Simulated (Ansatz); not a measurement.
Mg(Me)(Et) (C₃H₈Mg), SMILES C[CH2][Mg][CH3]. Atoms are numbered in the order given.

```xyz
12

Mg    -0.3493     0.3109     0.4948
C     -1.4151     1.6674     1.6971
H     -2.1172     1.1548     2.3790
H     -2.0135     2.3749     1.0952
H     -0.7428     2.2752     2.3290
C      0.7202    -1.0569    -0.7182
C     -0.0515    -1.6554    -1.9080
H      1.0942    -1.8744    -0.0717
H      1.6345    -0.5528    -1.0868
H     -0.4023    -0.8780    -2.6095
H     -0.9486    -2.2121    -1.5842
H      0.5561    -2.3624    -2.5041
```
Charge 0, spin multiplicity 1.

The structure is a stationary point at B3LYP-D3(BJ)/def2-SVP. The structure was generated by enumeration; whether it is a known compound was not checked. Other conformers were not sampled.

Two levels are set side by side: PBE-D3(BJ)/def2-SVP (Ansatz, a program for electronic structure) and B3LYP-D3(BJ)/def2-SVP (Ansatz). Each level has its own optimised geometry; the coordinates shown are those of the second. Differences are taken from unrounded values.

```tsv
quantity	B3LYP-D3(BJ)	PBE-D3(BJ)	PBE-D3(BJ) minus B3LYP-D3(BJ)
mean bond length (Å)	1.328	1.335	0.007
bond Mg1–C2 (Å)	2.103	2.110	0.008
bond Mg1–C6 (Å)	2.118	2.128	0.010
bond C6–C7 (Å)	1.539	1.539	0.000
bond C2–H3 (Å)	1.105	1.112	0.007
bond C2–H4 (Å)	1.105	1.112	0.007
bond C2–H5 (Å)	1.105	1.112	0.007
bond C6–H8 (Å)	1.107	1.115	0.007
bond C6–H9 (Å)	1.107	1.115	0.007
bond C7–H10 (Å)	1.104	1.112	0.007
bond C7–H11 (Å)	1.104	1.112	0.007
bond C7–H12 (Å)	1.106	1.114	0.008
```

Exact exchange shortens and stiffens bonds; PBE has none. Differences between two approximate levels are no errors against the true value.
